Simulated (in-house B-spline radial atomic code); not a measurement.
Settings and results of a run for the caesium ion Cs²⁺. Computed with a B-spline radial code for spherical atoms: scalar-relativistic (X2C) BHandHLYP, spin-polarised, spherical fractional occupations, Fermi nucleus of rms radius 4.8041 fm.

Command:
```bash
python run_scf.py task.json out
```
Settings (nuclear radius in fm, mass in u):
```
Z                55
configuration    [Kr] 4d10 5s2 5p5
hamiltonian      x2c
method           bhandhlyp
spin_polarised   True
nucleus          fermi
rms_radius       4.8041
atomic_mass      132.90545
speed_of_light   137.035999084
```

Output (hartree, bohr):
```
 radial grid: 79 intervals, B-splines of order 8, outer radius 53.7037 bohr

 iter        energy (Eh)    residual
    1       -7778.971490    4.86e-01
    2       -7782.746861    2.91e-01
    3       -7785.008956    5.21e-02
    4       -7785.106928    1.55e-02
    5       -7785.110816    6.49e-03
    6       -7785.112068    6.63e-04
    7       -7785.112074    1.62e-04
    8       -7785.112075    1.73e-05
    9       -7785.112075    8.57e-07
   10       -7785.112075    1.17e-07

 total energy                     -7785.11207
 kinetic                            8292.0750
 electron-nucleus                 -18901.6759
 Hartree                            3018.3881
 exact exchange                      -95.4085
 exchange-correlation                -98.4907

 orbital      occ     eigenvalue          <r>       <r^2>       <1/r>       r_max
 1s up      1.000     -1321.5374    0.0254752 0.000890478     62.6279     0.01603
 1s down    1.000     -1321.5344    0.0254751 0.000890475      62.628     0.01603
 2s up      1.000      -209.7618     0.111506   0.0147313     14.3054     0.09472
 2s down    1.000      -209.7603     0.111506   0.0147312     14.3054     0.09472
 2p up      3.000      -188.2847    0.0978941    0.011715     13.0773     0.07584
 2p down    3.000      -188.2818    0.0978949   0.0117152     13.0772     0.07584
 3s up      1.000       -44.9410     0.298063     0.10166     5.07678      0.2723
 3s down    1.000       -44.9380     0.298061    0.101658     5.07669      0.2723
 3p up      3.000       -37.9261     0.296085    0.101739     4.70848      0.2663
 3p down    3.000       -37.9220     0.296094    0.101744     4.70824      0.2664
 3d up      5.000       -27.5489     0.273119   0.0880732     4.42848      0.2203
 3d down    5.000       -27.5465     0.273113   0.0880688     4.42854      0.2203
 4s up      1.000        -9.3468     0.694607     0.54436     2.04432      0.6425
 4s down    1.000        -9.3392     0.694718    0.544473     2.04362      0.6427
 4p up      3.000        -7.0483     0.738687    0.620542     1.85828      0.6725
 4p down    3.000        -7.0399     0.738864    0.620734     1.85739      0.6728
 4d up      5.000        -3.6292     0.836159    0.812971     1.58035      0.7211
 4d down    5.000        -3.6224      0.83463    0.809361     1.58238      0.7211
 5s up      1.000        -1.7624      1.71624     3.30525    0.765601       1.538
 5s down    1.000        -1.6962      1.71629     3.30968    0.767132       1.534
 5p up      3.000        -1.1795       1.9848     4.44636    0.651053       1.743
 5p down    2.000        -1.0763      2.01389     4.59015    0.641999       1.752
```

Cost of the run: 0.38 s on 1 thread of Intel(R) Xeon(R) 6975P-C, with other jobs on the host.

Caution: exact exchange at fractional occupations of open shells leaves self-interaction of up to several eV.

One-electron X2C: radii and densities carry no picture-change correction, so inner-shell <1/r> comes out high (for 1s by about 2 % at Z = 33, 5 % at 54, 10 % at 75, 30 % at 118) and <r> low.
